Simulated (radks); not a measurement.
Results of a calculation; reference values are marked as such.
Valence configurations of Fe2+ (all share [Ar]). Level of theory: scalar-relativistic Kohn-Sham, PBE, spin-polarised, spherical densities, point nucleus; open shells are filled with parallel spins first (a radial shooting solver on a logarithmic mesh with Libxc functionals). Energies are relative to 3d6; eigenvalues in eV for spin up.

| valence | E (eV) | moment (Bohr magnetons) | e(3d) | e(4p) | e(4s) |
|---|---|---|---|---|---|
| 3d6 | 0.000 | 4 | -27.180 | - | - |
| 3d5.5 4s0.5 | 1.498 | 5 | -30.360 | - | -22.027 |
| 3d5 4s1 | 3.552 | 6 | -33.758 | - | -23.306 |
| 3d5 4p1 | 10.140 | 6 | -34.979 | -17.387 | - |
| 3d4.5 4p1.5 | 19.601 | 6 | -38.921 | -18.644 | - |
| 3d4 4p2 | 30.446 | 6 | -42.982 | -19.854 | - |
| 3d3.5 4p2.5 | 42.756 | 6 | -47.152 | -21.017 | - |
| 3d2.5 4p3.5 | 73.734 | 5 | -55.918 | -23.052 | - |
| 3d2 4p4 | 92.364 | 4 | -60.476 | -23.901 | - |
| 3d1 4s1 4p4 | 123.63 | 4 | -68.715 | -25.630 | -34.405 |

NIST lists [Ar] 3d6 as the ground configuration; this level of theory agrees among the configurations tried. The energies are those of spherical high-spin densities, not of single terms.
